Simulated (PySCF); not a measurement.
# NMR parameters from quadrupole coupling constants

Species: C3H12N2Si3.
SMILES with atom numbers: `[N:1]#[C:2][CH2:3][Si@@H:4]([CH2:5][SiH3:6])[SiH2:7][NH2:8]` (hydrogens: H9, H10 on C3; H11 on Si4; H12, H13 on C5; H14, H15, H16 on Si6; H17, H18 on Si7; H19, H20 on N8)

Geometry (GFN2-xTB, Å), atoms numbered from 1 in this order:
```
atom  x, y, z in Å
N1    -1.5188   -3.2697   -0.7777
C2    -1.0683   -2.7882    0.1595
C3    -0.4843   -2.1428    1.2846
Si4    0.1135   -0.3673    0.7888
C5     1.3007   -0.6132   -0.6852
Si6    2.0505    0.9710   -1.4112
Si7   -1.7180    0.9621    0.3247
N8    -1.1345    2.5765    0.4885
H9     0.3544   -2.7442    1.6363
H10   -1.2216   -2.0863    2.0852
H11    0.9427    0.0210    1.9508
H12    0.7608   -1.1364   -1.4768
H13    2.1122   -1.2807   -0.3895
H14    3.0463    0.6438   -2.4339
H15    2.6871    1.7497   -0.3450
H16    0.9866    1.7830   -2.0125
H17   -2.7996    0.8913    1.3164
H18   -2.3406    0.6582   -0.9783
H19   -0.2817    2.8447    0.0247
H20   -1.7925    3.3380    0.4477
```

Computed at PBE0/pcSseg-1 (PySCF, non-relativistic):

```tsv
atom	environment	nucleus	spin I	Q (b)	CQ = χzz (MHz)	η
N1	nitrile nitrogen	14N	1	0.02044	-4.462	0.118
N8	silicon-bound nitrogen	14N	1	0.02044	-4.595	0.276
```

Question: Which field gradients stand behind these couplings (CQ in MHz = 234.96 × Q in b × Vzz in au)?

Answer: The tensor is traceless, so η fixes the two smaller values:

```tsv
atom	Vxx (au)	Vyy (au)	Vzz (au)	Vzz (10²¹ V/m²)
N1	0.410	0.519	-0.929	-9.03
N8	0.346	0.610	-0.957	-9.30
```

Question: At 21.15 T, set νQ = 3|CQ|/[2I(2I − 1)] beside the Larmor frequency (|g| × 7.62259 MHz/T × B; g(14N) = 0.40376), and give PQ = |CQ|√(1 + η²/3).

Answer: 
| atom | PQ (MHz) | νQ (MHz) | ν0 (MHz) | νQ/ν0 |
| --- | --- | --- | --- | --- |
| N1 | 4.473 | 6.693 | 65.09 | 0.103 |
| N8 | 4.653 | 6.893 | 65.09 | 0.106 |

For N1: PQ = 4.462 × 1.0023, νQ = 4.462 × 1.5000, ν0 = 3.0777 MHz/T × 21.15 T.

Question: A static spin 1 shows, to first order, a doublet split by νQ with the field along z of the gradient, and by (3/4)|CQ|(1 + η) and (3/4)|CQ|(1 − η) along y and x. Give the last two for 14N.

Answer: N1: 3.742 and 2.951 MHz; N8: 4.397 and 2.495 MHz.

Solvent, lattice and vibrations would change these gradients. Geometry: GFN2-xTB, one conformer, isolated molecule. GFN2-xTB bond lengths can be off by several hundredths of an ångström, more for odd bonds, and the gradients follow them. The small basis limits the accuracy of the gradients.
